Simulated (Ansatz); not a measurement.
A run for Ansatz (a program for electronic structure): R-CCSD(T)/aug-cc-pV(T+d)Z on H4P (SMILES [PH4+]), atoms moved off the minimum. Charge +1. Files ending in .json are basis or fitting sets from the Basis Set Exchange.

Ansatz 0.2 input:
```yaml
crystal:
  periodic: [false, false, false]
  atoms:
    - {symbol: P, position_ang: [0.08675371, 0.08567927, -0.00733514]}
    - {symbol: H, position_ang: [-0.85858326, -0.97541395, -0.78214418]}
    - {symbol: H, position_ang: [0.28282231, -0.52483989, 1.19492885]}
    - {symbol: H, position_ang: [-0.80914117, 1.13592604, 0.22433851]}
    - {symbol: H, position_ang: [1.27586210, 0.16324624, -0.79099461]}
basis:
  gaussian:
    orbitals: aug-cc-pV_T+d_Z.json
total_charge: 1
magnetization: {spin_polarized: false}
correlation: {method: ccsd_t, electrons: outside_noble_gas}
scf: {lower_state_search: off}
output: {forces: true}
```

The head of its log:

```
WARN ansatz: RAYON_NUM_THREADS=1 ignored (pool sized by the plan → 1); use --threads N
Functional definition: HF
these checks for a lower state are left out or cut short: starts, cluster_reference, orbital_swaps, neighbouring_geometries, increment
integrals: 0.33 GiB planned
809 factors; integrals over basis functions are off by at most 1.1e-3 eV
mean field: 0.26 GiB planned
mean field evaluation 1: about -9326.5776 eV, gradient 1.4e1 eV
mean field evaluation 2: about -9326.5771 eV, gradient 1.4e1 eV
mean field evaluation 4: about -9327.5829 eV, gradient 1.5e0 eV
mean field evaluation 8: about -9327.6008 eV, gradient 2.5e-4 eV
mean field -9327.60081295 eV, -342.7830074009 hartree, gradient 1.0e-6 eV, S^2 0.000000; 0 other end points of the search recorded, 0 dependent functions left out
5 core orbitals not correlated
reference -9327.60081295 eV, -342.7830074009 hartree; 4, 4 occupied and 138, 138 virtual orbitals, 809 factors
densities: 1.45 GiB planned
```

Q: What total energy does the run end on?

A: -342.9834 hartree (reference determinant -342.7830, T1 diagnostic 0.012).
